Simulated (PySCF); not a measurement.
Computed shifts of a molecule CH₇AlO₂Si, PBE/pcSseg-1 run with PySCF, GIAO, gas phase, atoms alike by connectivity averaged where their shifts nearly agree, in ppm (number of nuclei): ²⁹Si: -98.6 (1). ¹³C: -7.9 (1). ¹H: 4.01 (2), 2.26 (2), 0.50 (3). References: ²⁹Si against TMS (σ = 335.4 ppm); ¹³C against TMS (σ = 182.0 ppm); ¹⁷O against H2O (σ = 334.3 ppm); ¹H against TMS (σ = 31.49 ppm), references at their B3LYP-D3(BJ)/def2-TZVP geometries, non-relativistic. Geometry: PBE0-D3(BJ)/def2-SVP. Other conformers were not sampled.

### Question
Which structure fits?
A) [OH][Al]([OH])[CH2][SiH3]
B) C[SiH2][Al]([OH])[OH]
C) [CH3][Al]([OH])[O][SiH3]
D) C[O][AlH][O][SiH3]

### Answer
B, C[SiH2][Al]([OH])[OH]
